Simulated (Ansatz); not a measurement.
Consider the cleavage of the P–P bond: `PP` + `C[SiH2]O` → `C[SiH2]OP` + PH₃.

Computed with Ansatz on PBE0-D4/def2-TZVP structures; ΔE is electronic, products minus reactants. CCSD(T)/CBS is the MP2 limit (def2-TZVPP, def2-QZVPP) plus CCSD(T) − MP2 in def2-TZVPP, frozen cores. This one scheme is used for every species. Functionals use def2-TZVPP. One conformer a species, not always the lowest.

CCSD(T)/CBS gives +2.9 kcal/mol.

(1) Another level gave +3.9 kcal/mol. Which?
A. r2SCAN-D4/def2-TZVPP
B. CCSD/def2-TZVPP
C. MP2/def2-TZVPP
D. HF/def2-TZVPP

Largest T1 diagnostic among the species: 0.014.

Answers

(1) A. r2SCAN-D4 3.9, CCSD/def2-TZVPP 1.6, HF/def2-TZVPP -1.9, MP2/def2-TZVPP 2.9 kcal/mol.

In def2-TZVPP, CCSD(T) changes the Hartree–Fock value by +4.2 kcal/mol (the triples alone add +0.7 kcal/mol) and MP2 by +4.8 kcal/mol. From PBE to PBE0 (25 % exact exchange), in def2-TZVPP and without D4, ΔE moves by −0.8 kcal/mol.
